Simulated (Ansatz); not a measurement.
Cs2Cl2⁻. The state is a doublet with charge -1. Geometry PBE-D4/def2-TZVPD; atoms count from 1.

```xyz
4

Cs    1.527   -1.335   -1.084
Cs   -1.527    1.335    1.084
Cl    0.615   -0.906    1.983
Cl   -0.615    0.907   -1.983
```

In the def2 sets Cs takes a core potential; there is no spin–orbit coupling. The highest occupied level of the charge -1 doublet lies above zero (up to 0.46 eV). By energy differences its removal costs 0.19 eV (vertical, to the charge 0 singlet, at PBE0-D4/def2-TZVPD); a positive level beside a positive removal energy at the same level points to self-interaction error. The structure comes from a short search, and lower isomers may exist.

(1) Estimate the Mulliken populations from the PBE0/def2-TZVPD orbitals of Ansatz.

(2) Where does the spin sit?

(3) And the Mayer bond orders between bonded heavy atoms (over 0.3)?

Results:

(1) 
```tsv
atom	charge (e)	spin (α − β)
Cs1	0.48	0.49
Cs2	0.48	0.49
Cl3	-0.98	0.01
Cl4	-0.98	0.01
```
Mulliken values and Mayer orders depend strongly on the basis. With diffuse functions, as here, like atoms can get unlike values, and bond orders can come out too low or too high.

(2) Summed by element: Cs 0.99, Cl 0.01, of 1 unpaired in all. Largest on single atoms: Cs1 0.49, Cs2 0.49, Cl3 0.01.

(3) Cs1–Cs2 0.47 (4.60 Å).
